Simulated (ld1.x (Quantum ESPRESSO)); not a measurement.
Tc PAW: all-electron and pseudo phase curves

- Element: Tc (Z = 43)
- Generator: ld1.x (Quantum ESPRESSO) 7.5
- Type: PAW
- Functional: LDA (PZ)
- Relativity: scalar-relativistic
- Frozen core: [Kr]
- Valence charge: 7
- Reference configuration: 4d5 5s2 5p0
- Partial waves: 5s (bound): rcut 2.20, rcutus 2.85 bohr; 5s channel at 4.25 Ry: rcut 2.20, rcutus 2.85 bohr; 5p (bound, empty): rcut 2.90, rcutus 3.25 bohr; 5p channel at 0.8 Ry: rcut 2.90, rcutus 3.25 bohr; 4d (bound): rcut 1.55, rcutus 1.75 bohr; 4d channel at 3.85 Ry: rcut 1.55, rcutus 1.75 bohr
- Local potential: all-electron potential smoothed inside 2.65 bohr (lloc = -1)
- Core correction: Bessel-smoothed model core inside 1.50 bohr
- Augmentation charge: PSQ, inside the norm-conserving radii

The phase is arctan(r·u′/u) with u = r·R(r), unwrapped; energies in Ry, scanned from -3 to 5 Ry. A pole is an energy at which the radial function vanishes at the test radius. The pseudo phase is shifted by a multiple of π to meet the all-electron one at the reference energy, and phase errors are pseudo minus all-electron; the curves can meet again beyond the range given. Levels narrower than the energy grid can be missing from the lists of poles.

| channel | radius (bohr) | reference energy (Ry) | poles, all-electron | poles, pseudo | unbroken range about the reference energy with phases within 0.05 rad | phase error 1 Ry above the reference energy (rad) |
| --- | --- | --- | --- | --- | --- | --- |
| s | 3.56 | -0.39 | 0.33, 4.75 | 0.33, 3.61, 4.75 | below 2.1 | -0.001 |
| p | 3.56 | -0.11 | 1.07 | 1.07, 3.79 | below 2.4 | -0.000 |
| d | 3.56 | -0.50 | -0.42, 2.54 | -0.42, 2.54 | the whole range | +0.001 |

Phases in the d channel:

```
E (Ry)  all-electron  pseudo
 -3.00         1.408   1.408
 -2.52         1.393   1.393
 -2.04         1.372   1.372
 -1.56         1.340   1.340
 -1.08         1.278   1.278
 -0.60         0.624   0.624
 -0.12        -1.815  -1.815
  0.36        -2.043  -2.043
  0.84        -2.858  -2.853
  1.32        -4.248  -4.246
  1.80        -4.557  -4.556
  2.28        -4.672  -4.671
  2.76        -4.743  -4.743
  3.24        -4.808  -4.808
  3.72        -4.895  -4.895
  4.20        -5.090  -5.090
  4.68        -6.199  -6.191
```
